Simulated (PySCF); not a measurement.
H$_{5}$BN, charge +1, singlet, at a GFN2-xTB geometry. Base run: WB97X/6-31G*, TDA (PySCF).

Input for PySCF:
```python
from pyscf import gto, scf, dft, tdscf

mol = gto.Mole()
mol.atom = '''
    B     0.88119499    0.10574440   -0.00731153
    N    -0.61490035   -0.07734366   -0.00935601
    H     1.55120365   -0.83074683    0.16183845
    H     1.30154205    1.18204660   -0.14737037
    H    -0.93309367    0.07292481    0.95935811
    H    -0.91369437   -1.02208933   -0.27976957
    H    -1.10763015    0.61054839   -0.59200690
'''
mol.basis = '6-31g*'
mol.charge = 1
mol.verbose = 4
mol.build()

mf = dft.RKS(mol)
mf.xc = 'wb97x'
mf.kernel()
td = mf.TDA()
td.nstates = 5
td.kernel()
td.analyze()
```

Each row names what was changed in the base input (with any setting that the change needs).

```json
[
 {"change": "base", "first excitation (eV)": "6.35", "oscillator strength of the first": "0.000", "second (eV)": "8.77", "core-seconds (rough)": "9"},
 {"change": "functional = hf", "first excitation (eV)": "___", "oscillator strength of the first": "0.000", "second (eV)": "___", "core-seconds (rough)": "0.4"},
 {"change": "functional = camb3lyp", "first excitation (eV)": "6.20", "oscillator strength of the first": "0.000", "second (eV)": "8.62", "core-seconds (rough)": "8"},
 {"change": "functional = pbe0", "first excitation (eV)": "6.20", "oscillator strength of the first": "0.000", "second (eV)": "8.57", "core-seconds (rough)": "7"},
 {"change": "states = triplets", "first excitation (eV)": "___", "oscillator strength of the first": "-", "second (eV)": "___", "core-seconds (rough)": "9"},
 {"change": "nstates = 2", "first excitation (eV)": "6.35", "oscillator strength of the first": "0.000", "second (eV)": "8.77", "core-seconds (rough)": "6"},
 {"change": "basis = def2-TZVP", "first excitation (eV)": "6.29", "oscillator strength of the first": "0.000", "second (eV)": "8.68", "core-seconds (rough)": "50"},
 {"change": "functional = pbe", "first excitation (eV)": "5.94", "oscillator strength of the first": "0.000", "second (eV)": "8.16", "core-seconds (rough)": "6"},
 {"change": "functional = lc_wpbe", "first excitation (eV)": "___", "oscillator strength of the first": "0.000", "second (eV)": "8.68", "core-seconds (rough)": "10"},
 {"change": "basis = cc-pVDZ", "first excitation (eV)": "6.27", "oscillator strength of the first": "0.000", "second (eV)": "8.68", "core-seconds (rough)": "10"},
 {"change": "nstates = 15", "first excitation (eV)": "6.35", "oscillator strength of the first": "0.000", "second (eV)": "8.77", "core-seconds (rough)": "10"}
]
```

Question: Fill in the missing entries.

Answer: 
- functional = hf, first excitation (eV): 7.01
- functional = hf, second (eV): 9.80
- states = triplets, first excitation (eV): 5.66
- states = triplets, second (eV): 7.61
- functional = lc_wpbe, first excitation (eV): 6.24

An iterative solver can miss low states, so a row lists the states that it found.
